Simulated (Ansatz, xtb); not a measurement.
Relative energy of two isomers of C5H6BrFS

Structure X: `F[C@]1(Br)CCCC1=S`, a singlet. Structure Y: `C[C@@H]1CC(F)=C(Br)S1`, a singlet. Both are isolated molecules in the gas phase, relaxed with PBE0-D3(BJ)/def2-SVP; the shapes shown needn't be the lowest conformers.

X (Å):

```
atom    x (Å)    y (Å)    z (Å)
   C  -1.0799   1.1701   0.4856
   C  -1.7762   0.2866  -0.5282
   C  -1.3100  -1.1193  -0.1538
   C  -1.1925  -1.0897   1.3790
   C  -1.0917   0.3629   1.7704
  Br   0.8359   1.3584   0.0049
   F  -1.5990   2.3954   0.5983
   S  -1.1102   1.0050   3.2493
   H  -1.5701   0.5821  -1.5653
   H  -2.8584   0.4072  -0.3428
   H  -2.0003  -1.8960  -0.5103
   H  -0.3287  -1.3157  -0.6105
   H  -2.0851  -1.5063   1.8741
   H  -0.3364  -1.6593   1.7715
```

Y (Å):

```xyz
14

C     0.3044   -1.4152    2.1038
C    -0.5757   -0.1816    2.0217
C    -1.4889   -0.1832    0.7885
C    -0.7102    0.4832   -0.2964
C     0.2763    1.2900    0.1162
Br    1.3517    2.3266   -0.9915
F    -1.0574    0.3011   -1.5605
S     0.4731    1.3405    1.8688
H    -0.3158   -2.3196    2.2181
H     0.9908   -1.3563    2.9599
H     0.9077   -1.5232    1.1893
H    -1.1614   -0.0591    2.9438
H    -2.4239    0.3773    0.9729
H    -1.7713   -1.2111    0.5084
```

Energies in hartree; the thermal terms are from GFN2-xTB frequencies at re-optimised GFN2-xTB minima (ideal gas, soft modes damped towards free rotors, one conformer each, 298.15 K, 1 atm) and include the zero-point energy:

|  | X | Y |
| --- | --- | --- |
| E, CCSD(T)/def2-SVP | −3262.846145 | −3262.832517 |
| E, MP2/def2-SVP | −3262.751514 | −3262.737587 |
| E, MP2/def2-TZVPP | −3263.837331 | −3263.828837 |
| zero-point energy | 0.098532 | 0.097597 |
| H(298 K) − E | 0.107674 | 0.107278 |
| G(298 K) − E | 0.064044 | 0.062613 |

**Question.** Correct the CCSD(T) difference for the basis set by the MP2 change, then work out ΔE, ΔE₀, ΔH and ΔG for X → Y in kJ/mol (1 Eh = 2625.50 kJ/mol) and the equilibrium ratio [Y]/[X].

**Answer.** 1. Differences Y − X: CCSD(T) +0.013628, MP2 in the small set +0.013927, MP2 in the large set +0.008494 Eh.
2. ΔE = +0.013628 + (+0.008494 − (+0.013927)) = +0.008195 Eh = +21.52 kJ/mol.
3. ΔE₀ = ΔE + ΔZPE = +0.008195 + (−0.000935) Eh = +19.06 kJ/mol.
4. ΔH = ΔE + (−0.000396) Eh = +20.48 kJ/mol.
5. ΔG = ΔE + (−0.001431) Eh = +17.76 kJ/mol, so ΔS = (ΔH − ΔG)/T = +9.1 J/(mol K).
6. kT = 0.9442 mEh, so K = [Y]/[X] = exp(−ΔG/kT) = exp(−7.16) ≈ 7.7 × 10^−4.

Structure X is favoured at this temperature. An error of 4 kJ/mol in ΔG would change K by a factor of 5. The basis-set step is large, which makes the value less sure. HF/STO-3G gave ΔE the other sign. Mirror images and further conformers aren't counted.

As drawn, Y has 1 C=C, 2 C–S in place of 2 C–C, 1 C=S.

Other levels gave ΔE = +19.6 (GFN2-xTB); −37.4 (HF/STO-3G, GFN2-xTB geometries); +31.7 (r2SCAN-D4/def2-SVP, GFN2-xTB geometries); +25.6 (PBE0-D3(BJ)/def2-SVP); +29.8 (HF/def2-SVP); +36.6 (MP2/def2-SVP); +35.8 (CCSD(T)/def2-SVP) kJ/mol. The correlated steps freeze 20 core orbitals; the filled d shell of Br is correlated, in a basis made for valence electrons. Programs: Ansatz 0.2.0, xtb 6.7.1.
